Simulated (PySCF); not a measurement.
A structure optimised at PBE0-D3(BJ)/def2-TZVP, used in a PySCF frequency run:

```xyz
8

C      0.1335     1.1380     0.0000
N     -0.5318    -0.1378     0.0000
C      0.1804    -1.1734     0.0000
H     -0.1866     1.7067    -0.8771
H     -0.1866     1.7067     0.8771
H      1.2309     1.0642     0.0000
H      1.2800    -1.1488     0.0000
H     -0.2986    -2.1520     0.0000
```

Question: Write its SMILES, formula and point group.

Answer: C=NC, C2H5N, Cs

Question: What are its rotational constants (standard atomic weights)?

Answer: 53.882, 10.778, 9.5051 GHz
